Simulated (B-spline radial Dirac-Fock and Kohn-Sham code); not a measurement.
In the model described below, an L2 (2p1/2) vacancy in cobalt as Co³⁺, [Ar] 3d6, lives for 1.4 fs, which corresponds to a natural width of 0.468 eV. Out of 1000 such holes, about 6.5 decay by emitting a photon and the rest by ordinary Auger emission. The strongest X-ray line is Lβ1 (L2-M4) at 799.4 eV, with 93 % of the radiative rate. The strongest electron group is L2-M2M3 near 595 eV, with 29 % of the non-radiative rate.

Input of the calculation (task.json; shells as n, l, electrons):

```json
{"items": [{
  "Z": 27,
  "q": 3,
  "cfg": [[1, 0, 2], [2, 0, 2], [2, 1, 6], [3, 0, 2], [3, 1, 6], [3, 2, 6]],
  "A": 59,
  "rrms": 3.7875,
  "do": ["binding", "quiet", "decay"],
  "holes": ["K", "L1", "L2", "L3", "M1", "M2", "M3"]
}]}
```

Command: `python xray_run.py task.json out`

These are calculated numbers from a B-spline atomic structure program; the model is independent-particle radiative and Coulomb Auger rates from relativistic LDA hole-state orbitals, with Dirac-Fock energies.
